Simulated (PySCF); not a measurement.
An equivalent PySCF input for Ge⁺ (germanium, charge +1), [Ar] 3d10 4s2 4p1, 2P determinant, with scalar relativity through the core potential:

```python
from pyscf import gto, scf, dft, mp, cc
import basis_set_exchange as bse
txt = bse.get_basis("cc-pVTZ-PP", elements=["Ge"], fmt="nwchem", header=False)
cut = txt.index("\nECP")
mol = gto.M(atom="Ge 0 0 0", charge=1, spin=1, symmetry="D2h",
            basis=gto.basis.parse(txt[:cut]),
            ecp={"Ge": gto.basis.parse_ecp(txt[cut:])})
mf = dft.UKS(mol, xc="R2SCAN")
mf.irrep_nelec = {'Ag': (4, 4), 'B1g': (1, 1), 'B2g': (1, 1), 'B3g': (1, 1), 'B1u': (1, 1), 'B2u': (2, 1), 'B3u': (1, 1)}
mf.kernel()
```

It reaches the same state as the run whose output follows, with an energy that differs only through the grid. The run itself started from symmetry-adapted Hartree-Fock orbitals and held the occupation by maximum overlap, on a logarithmic radial grid, so the iterations belong to that start.

```
SCF conv_tol = 1e-09
number electrons alpha = 11  beta = 10
XC functionals = R2SCAN
    J. W. Furness, A. D. Kaplan, J. Ning, J. P. Perdew, and J. Sun.,  J. Phys. Chem. Lett. 11, 8208-8215 (2020)
    J. W. Furness, A. D. Kaplan, J. Ning, J. P. Perdew, and J. Sun.,  J. Phys. Chem. Lett. 11, 9248-9248 (2020)
    J. W. Furness, A. D. Kaplan, J. Ning, J. P. Perdew, and J. Sun.,  J. Phys. Chem. Lett. 11, 8208-8215 (2020)
    J. W. Furness, A. D. Kaplan, J. Ning, J. P. Perdew, and J. Sun.,  J. Phys. Chem. Lett. 11, 9248-9248 (2020)
cycle= 1 E= -294.116733488132  delta_E= -0.00797  |g|= 0.0993  |ddm|= 0.364
cycle= 2 E= -294.117293306081  delta_E= -0.00056  |g|= 0.0841  |ddm|= 0.189
cycle= 3 E= -294.118927828425  delta_E= -0.00163  |g|= 0.00136  |ddm|= 0.0914
cycle= 4 E= -294.118928857522  delta_E= -1.03e-06  |g|= 0.000209  |ddm|= 0.00275
cycle= 5 E= -294.118928875295  delta_E= -1.78e-08  |g|= 9.64e-06  |ddm|= 0.000616
cycle= 6 E= -294.118928875399  delta_E= -1.04e-10  |g|= 6.1e-07  |ddm|= 9.27e-05
converged SCF energy = -294.118928875399  <S^2> = 0.75482656  2S+1 = 2.0048207
```

Energies and moments cover only the electrons outside the core potential.
